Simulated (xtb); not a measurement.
C₃H₉SiTe, SMILES C[Si](C)(C)[Te] (connectivity only; charge and spin as stated), charge +1, multiplicity 1. All values are semi-empirical tight-binding results from xtb (GFN2-xTB unless named), good for trends rather than for accurate numbers. Geometry: GFN2-xTB. The spin state was assumed, not searched. The isomer is the one that the SMILES or the coordinates give; other isomers of the formula were not compared.

Computed properties:
```
Item                                              Result
----------------------------------------  --------------
point group as xtb finds it                          C3v
orbital gap                                      0.00 eV
zero-point energy                          68.3 kcal/mol
G − E(el) at 298.15 K (modified RRHO)      45.8 kcal/mol
static polarisability (D4 model)              98.1 bohr³
solvation energy, GFN2-xTB/ALPB(water)    -49.6 kcal/mol
solvation energy, GFN2-xTB/ALPB(acetone)  -47.2 kcal/mol
```
